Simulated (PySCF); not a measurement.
BH₃, SMILES B. Atoms are numbered in the order given.

```xyz
4

B      0.0000     0.0000     0.0000
H     -1.1894     0.0000     0.0000
H      0.5947    -1.0300     0.0000
H      0.5947     1.0300     0.0000
```
Charge 0, spin multiplicity 1.

Coordinates come from a B3LYP-D3(BJ)/def2-TZVPD optimisation. The isomer is the one that the SMILES or the coordinates give; other isomers of the formula were not compared.

Two levels are set side by side: PBE/pcJ-2 (PySCF) and B3LYP/pcJ-2 (PySCF). One-bond couplings, all four terms, same geometry. Isotopes: 11B, 1H. Differences are taken from unrounded values.

```
quantity        B3LYP    PBE  PBE minus B3LYP
--------------  -----  -----  ---------------
¹J(B1,H2) (Hz)  137.8  126.5            -11.3
¹J(B1,H3) (Hz)  137.8  126.5            -11.3
¹J(B1,H4) (Hz)  137.8  126.5            -11.3
```

Rough cost on one machine, each run with all the roots and properties that it gave: B3LYP against PBE about 3 times.
